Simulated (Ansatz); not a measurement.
Here is a job for Ansatz (a first-principles code).
Ansatz 0.2 input:
```yaml
crystal:
  periodic: [false, false, false]
  atoms:
    - {symbol: Cl, position_ang: [-0.00000000, -0.00000000, -0.07094563]}
    - {symbol: H, position_ang: [0.00000000, 0.00000000, 1.20607566]}
basis:
  gaussian:
    orbitals: STO-3G
magnetization: {spin_polarized: false}
correlation: {method: ccsd_t}
```

Problem. What does this run give for the MP2 correlation energy, number of basis functions, T1 diagnostic?

Solution. 
The MP2 correlation energy is -0.0129 Eh. The number of basis functions is 10 and the T1 diagnostic is 0.004.
